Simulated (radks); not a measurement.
The numbers below are computed, except where a source is named.
Ionisation of neutral promethium, [Xe] 4f5 6s2, to Pm+, [Xe] 4f5 6s1, under several functionals. Non-relativistic Kohn-Sham, spin-polarised, spherical densities, point nucleus; open shells are filled with parallel spins first (spin-orbit coupling, left out, can overturn this in heavy ions); a radial shooting solver on a logarithmic mesh with Libxc functionals.

| functional | E(Pm) (hartree) | Exc (hartree) | IE (eV) | -e(HOMO) (eV) | <r> HOMO (bohr) | IE error (eV) |
|---|---|---|---|---|---|---|
| SOGGA | -9654.1414 | -216.9070 | 5.136 | 3.201 | 4.693 | -0.446 |
| BP86 | -9659.2384 | -222.0549 | 5.398 | 3.380 | 4.648 | -0.184 |
| exchange-only LDA | -9645.6719 | -208.3385 | 4.423 | 2.584 | 4.796 | -1.158 |
| PBEsol | -9654.5952 | -217.3641 | 5.241 | 3.272 | 4.668 | -0.341 |
| RPBE | -9658.1841 | -220.9925 | 5.238 | 3.221 | 4.741 | -0.344 |
| LDA (Slater exchange, Perdew-Wang correlation) | -9651.6112 | -214.3556 | 5.447 | 3.371 | 4.615 | -0.135 |

NIST Atomic Spectra Database: 5.582 eV (measured). Closest: LDA (Slater exchange, Perdew-Wang correlation). The Delta-SCF values span 1.02 eV, the total energies 13.57 hartree. The highest occupied level is 6s. Relativity is left out here, which matters for elements this heavy. Open shells are spherical and high-spin; term and fine-structure splittings are not resolved.
